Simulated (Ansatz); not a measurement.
`F[CH2][InH][I]` + `B/C(C)=C/C` → `[BH2][InH][CH2]F` + `C/C=C(\C)I`  (formal exchange of groups at the In–I bond)

Isolated molecules relaxed with PBE0-D4/def2-TZVP in Ansatz; ΔE leaves out vibrations. CBS: MP2 limit from def2 TZ/QZ plus the TZ coupled-cluster correction, frozen cores. Double bonds are as drawn, so ΔE can hold a change between cis and trans. Functionals use def2-TZVPP. B3LYP here is the variant with VWN-RPA as its local correlation; programs differ in this. Elements past krypton have def2 core potentials. For I, In outer-core shells are correlated without core-valence functions, which leaves a few kJ/mol of doubt a bond. One conformer a species, not always the lowest.

```
          level  ΔE (kJ/mol)
         PBE-D4        230.7
      r2SCAN-D4        242.8
          B3LYP        242.7
CCSD/def2-TZVPP        230.7
```

(1) What does CCSD(T)/CBS give? (An estimate is asked.)

Largest T1 diagnostic among the species: 0.014.

Answers

(1) Computed: +235.6 kJ/mol. The listed levels differ from it by -4.9, 7.2, 7.1, -4.9 kJ/mol.

In def2-TZVPP, CCSD(T) changes the Hartree–Fock value by −39.1 kJ/mol (the triples alone add −2.7 kJ/mol) and MP2 by −33.9 kJ/mol. From PBE to PBE0 (25 % exact exchange), in def2-TZVPP and without D4, ΔE moves by +9.3 kJ/mol.
